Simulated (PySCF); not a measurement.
CH₈GeOSi, SMILES C[SiH2][O][GeH3]. Heavy atoms are numbered as in [SiH2:1]([CH3:2])[O:3][GeH3:4]. Hydrogens are named by the atom that carries them.

The structure is a stationary point at TPSSh-D3(BJ)/def2-SVP. This is a generated structure with no PubChem entry under its InChIKey; it may be hypothetical. Other conformers were not sampled.

These are PySCF with PBE/def2-TZVP values and carry that method's errors.

ESP charges are fitted to the potential on shells at 1.4 to 2.0 van der Waals radii. Atomic charges (e), one atom of each kind:

| atom | Löwdin | IAO | ESP fit |
|---|---|---|---|
| Si1 (SiH2) | 0.11 | 0.97 | 0.68 |
| C2 (CH3) | -0.47 | -0.74 | -0.74 |
| O3 | -0.10 | -0.82 | -0.37 |
| Ge4 (GeH3) | 0.33 | 0.67 | [?] |
| H on Si1 | -0.04 | -0.16 | [?] |
| H on C2 | 0.13 | 0.16 | [?] |
| H on Ge4 | -0.06 | -0.08 | -0.01 |

What belongs in the gaps? (An estimate is asked for; the answer gives what the named calculation found.)


- Ge4 (GeH3), ESP fit: 0.24
- H on Si1, ESP fit: -0.15
- H on C2, ESP fit: 0.19
